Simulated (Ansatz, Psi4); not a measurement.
Here is a job for Psi4.
```
memory 2 GB

molecule mol {
1 2
Li   -0.000000   -0.000000   -1.370322
Li    0.000000    0.000000    1.370322
}

set {
  basis def2-svp
  reference uks
  scf_type pk
  puream true
  d_convergence 1e-8
  dft_radial_points 99
  dft_spherical_points 590
}

energy('pbe')
print_variables()
```

Q: Convert this to an input for Ansatz (a quantum-chemistry and plane-wave program).

A: One answer among several that fit: 
Ansatz 0.2 input:
```yaml
crystal:
  periodic: [false, false, false]
  atoms:
    - {symbol: Li, position_ang: [-0.00000000, -0.00000000, -1.37032182]}
    - {symbol: Li, position_ang: [0.00000000, 0.00000000, 1.37032182]}
basis:
  gaussian:
    orbitals: def2-SVP
hamiltonian:
  xc: pbe
total_charge: 1
magnetization: {spin_polarized: true, initial_magnetization: 1}
accuracy: high
```

Both were run: Psi4 gave -14.747841 Eh and Ansatz -14.747841 Eh, 0.000 mEh apart.
